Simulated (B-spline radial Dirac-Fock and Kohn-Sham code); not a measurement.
**Binding energies of Ni at several levels of theory**

System: neutral nickel in the configuration [Ar] 3d9 4s1 (an excited configuration).

The density-functional columns are spherical, spin-unpolarised Dirac-Kohn-Sham results without Breit or QED terms: −ε is minus the orbital energy of the initial state and ΔSCF the difference of two total energies. The reference in the last column comes from relaxed Dirac-Fock hole states (ΔSCF) with Breit and QED corrections and a finite nucleus. All numbers are from a radial atomic solver, in eV; a selection of levels is shown. For the 1s level of heavy atoms much of the gap between ΔSCF and the reference is the Breit and QED part, -14.5 eV here; for other levels the error of the functional can be larger.

```
     level  LDA −ε  LDA ΔSCF  Dirac-Fock
    K (1s)  8188.1    8353.4      8338.3
   L1 (2s)   974.0     996.6      1018.7
L2 (2p1/2)   850.1     878.5       878.1
L3 (2p3/2)   832.6     860.5       861.0
M2 (3p1/2)   67.82     75.05       78.45
M3 (3p3/2)   65.63     72.83       76.34
 M4,5 (3d)    4.92     11.24        7.11
   N1 (4s)    4.73      8.18        6.38
```

Values without a named source are computed, but for edge energies of neutral atoms, which are taken from tables.
